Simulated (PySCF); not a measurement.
r2SCAN on F⁻ (fluorine, charge -1), [Ne], closed-shell 1S. Calculation: PySCF 2.14, in aug-cc-pV5Z (7s6p5d4f3g2h, 127 functions); no relativity, point nucleus.

```
cycle= 1 E= -99.8508228101118  delta_E= -0.004  |g|= 0.0981  |ddm|= 0.314
cycle= 2 E= -99.8349988499497  delta_E= 0.0158  |g|= 0.252  |ddm|= 0.301
cycle= 3 E= -99.8544019826432  delta_E= -0.0194  |g|= 0.025  |ddm|= 0.192
cycle= 4 E= -99.8546342972789  delta_E= -0.000232  |g|= 0.000411  |ddm|= 0.0223
cycle= 5 E= -99.8546343526558  delta_E= -5.54e-08  |g|= 3.49e-05  |ddm|= 0.000403
cycle= 6 E= -99.8546343530817  delta_E= -4.26e-10  |g|= 1.61e-06  |ddm|= 4.05e-05
converged SCF energy = -99.8546343530817  <S^2> = -3.5527137e-15  2S+1 = 1
```

Highest occupied orbital energy: 1.270 eV; ⟨L²⟩ = 0.00; populations by l: s 4.00, p 6.00, d 0.00, f 0.00.

**Question.** Can this result be used?

**Answer.** With care. The run converged. At r2SCAN the highest occupied level has a positive energy, so only the finite basis holds that electron; in a semilocal or global hybrid functional this comes from self-interaction and does not mean that the real anion is unbound.
